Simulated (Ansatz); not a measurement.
## Molecular dynamics of C3H9BO

The input (input.yaml):

```yaml
crystal:
  periodic: [false, false, false]
  atoms:
    - { symbol: B, position_ang: [-1.514409, -2.031024, 0.89748] }
    - { symbol: C, position_ang: [-0.458703, -0.893668, 0.996558] }
    - { symbol: O, position_ang: [-0.263149, -0.186913, -0.261274] }
    - { symbol: C, position_ang: [0.73524, 0.87717, -0.159865] }
    - { symbol: C, position_ang: [0.843281, 1.53051, -1.529547] }
    - { symbol: H, position_ang: [-1.751082, -2.675013, 1.890977] }
    - { symbol: H, position_ang: [-2.089925, -2.278433, -0.129409] }
    - { symbol: H, position_ang: [0.505521, -1.329689, 1.368063] }
    - { symbol: H, position_ang: [-0.761891, -0.187554, 1.813046] }
    - { symbol: H, position_ang: [1.711195, 0.450088, 0.160679] }
    - { symbol: H, position_ang: [0.425264, 1.613701, 0.614114] }
    - { symbol: H, position_ang: [1.147267, 0.787523, -2.284942] }
    - { symbol: H, position_ang: [1.588618, 2.343956, -1.515101] }
    - { symbol: H, position_ang: [-0.130226, 1.949947, -1.831877] }
basis:
  gaussian: { orbitals: "6-31G" }
hamiltonian:
  xc: pbe
  dispersion: d4
md:
  timestep: 2.0
  n_steps: 120
  ensemble: nvt_langevin
  temperature: 400.0
  initial_velocities: maxwell_boltzmann
  seed: 201912
  friction: 0.001
scf:
  lower_state_search: "off"
```

Command:

```bash
$ ansatz run input.yaml --threads 1 --pin off --max-ram 2048MiB --backend cpu --events-out ev --progress --plain --runs-dir out
```

It starts from a relaxed structure.

Output, in part (step lines, the closing report, with atoms numbered from 0):

```
md step     0: t =     0.00 fs  T =   371.4 K  F+E_penalty+E_count = -5970.50764670 eV  E_kin = 0.672152 eV  (15 SCF iters)
[... lines left out ...]
Total energy: -5970.06405219 eV, -219.3958072634 hartree
Atom 0 at    -1.376661    -2.060158     1.206506 Å, force     2.184637     0.077022    -1.285630 eV/Å
Atom 1 at    -0.847998    -0.658950     0.716469 Å, force    -0.324082    -1.120303    -2.341498 eV/Å
Atom 2 at     0.520869    -0.760475     0.073360 Å, force    -1.206651     0.223820     0.551237 eV/Å
Atom 3 at     0.987569     0.603375    -0.153171 Å, force     0.609082     0.037742    -0.695901 eV/Å
Atom 4 at     2.392101     0.542052    -0.813625 Å, force    -1.258460     0.878566     0.611722 eV/Å
Atom 5 at    -2.470791    -2.158935     1.617668 Å, force    -0.588419    -0.304572     0.440796 eV/Å
Atom 6 at    -0.527901    -2.962508     0.926142 Å, force    -1.231826     0.488316     0.582996 eV/Å
Atom 7 at    -0.888993     0.165268     1.394609 Å, force     0.096947     0.954937     1.239094 eV/Å
Atom 8 at    -1.592547    -0.297453    -0.116455 Å, force     0.639339    -0.523950     0.776548 eV/Å
Atom 9 at     1.120603     1.060883     0.831300 Å, force    -0.276685     0.635444     0.382854 eV/Å
Atom 10 at     0.239165     1.193694    -0.784425 Å, force     0.643790    -0.409477     0.537229 eV/Å
Atom 11 at     3.061242    -0.003584    -0.131978 Å, force     0.115095    -0.245722    -0.387370 eV/Å
Atom 12 at     2.749694     1.592341    -0.899780 Å, force     0.082129    -0.314719    -0.133057 eV/Å
Atom 13 at     2.257623     0.113029    -1.805869 Å, force     0.515103    -0.377103    -0.279018 eV/Å
Dipole moment:    -0.157963     0.384160     0.079897 e Å
```

The steps, from the saved trajectory:

```tsv
time (fs)	T (K)	potential energy less start (eV)
0.0	371	0.000
8.0	128	0.512
16.0	199	0.341
24.0	240	0.269
32.0	187	0.414
40.0	207	0.396
48.0	264	0.303
56.0	243	0.405
64.0	237	0.404
72.0	251	0.426
80.0	266	0.396
88.0	257	0.413
96.0	277	0.377
104.0	290	0.333
112.0	203	0.548
120.0	382	0.211
128.0	264	0.465
136.0	238	0.472
144.0	273	0.448
152.0	263	0.432
160.0	279	0.433
168.0	270	0.472
176.0	304	0.414
184.0	301	0.441
192.0	280	0.487
200.0	297	0.399
208.0	286	0.487
216.0	265	0.514
224.0	285	0.445
232.0	297	0.442
240.0	281	0.444
```

All steps were run. The mean temperature of the second half is 29 % below the set value. A step of 2 fs is long for free X–H stretches (periods near 10 fs) and can bias their spread and the temperature. A run of 0.24 ps of so small a system gives no equilibrium averages. Limits of this set-up: no polarisation functions.

The same pairs are bonded in the first frame and the last. Pairs count as bonded within 1.25 times the sum of covalent radii (0.12 Å more for H–H).

Last frame:

```xyz
14
Properties=species:S:1:pos:R:3
B -1.377 -2.060 1.206
C -0.848 -0.659 0.717
O 0.521 -0.760 0.073
C 0.988 0.603 -0.153
C 2.392 0.542 -0.814
H -2.471 -2.159 1.618
H -0.528 -2.962 0.926
H -0.889 0.165 1.395
H -1.593 -0.297 -0.117
H 1.121 1.061 0.831
H 0.239 1.194 -0.784
H 3.061 -0.004 -0.132
H 2.750 1.592 -0.900
H 2.258 0.113 -1.806
```

Run time: 4.3 min on 1 CPU thread of a shared host.
